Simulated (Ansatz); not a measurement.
Geometry optimisation, RKS PBE-D4/6-31G* (Ansatz).

Input:

```yaml
crystal:
  periodic: [false, false, false]
  atoms:
    - { symbol: O, position_ang: [-1.0585, -0.2417, 1.6046] }
    - { symbol: B, position_ang: [-0.1576, -0.5095, 0.5306] }
    - { symbol: O, position_ang: [1.20787, -0.4067, -0.08715] }
    - { symbol: C, position_ang: [0.52613, -1.61726, -0.4409] }
    - { symbol: Cl, position_ang: [1.28649, -2.93658, 0.52119] }
    - { symbol: H, position_ang: [-1.807, 0.3607, 1.147] }
    - { symbol: H, position_ang: [0.21397, -1.69095, -1.45625] }
basis:
  gaussian: { orbitals: "6-31G*" }
hamiltonian:
  xc: pbe
  dispersion: d4
relax:
  f_tol: 0.015
  max_steps: 40
```

Run as:

```bash
$ ansatz run input.yaml --threads 1 --pin off --max-ram 2048MiB --backend cpu --events-out ev --progress --plain --runs-dir out
```

Q: Where does it end, and by what steps?

A: The forces met the threshold. After 9 steps the energy has fallen by 1.599 eV; O1 moved furthest, 0.62 Å.

```tsv
step	energy less start (eV)	largest force component (eV/Å)	accepted
0	0.0000	3.235	yes
1	-0.9141	2.900	yes
2	-1.1970	3.162	yes
3	-1.4970	1.305	yes
4	-1.5834	0.385	yes
5	-1.5970	0.229	yes
6	-1.5985	0.084	yes
7	-1.5987	0.043	yes
8	-1.5988	0.024	yes
9	-1.5989	0.008	yes
```

```xyz
7
Properties=species:S:1:pos:R:3
O -0.953 0.269 1.277
B -0.104 -0.443 0.504
O 1.179 -0.330 0.065
C 0.443 -1.578 -0.344
Cl 1.074 -3.085 0.381
H -1.815 -0.182 1.367
H 0.388 -1.693 -1.432
```

The run took 30 s on 1 CPU thread of a shared host.
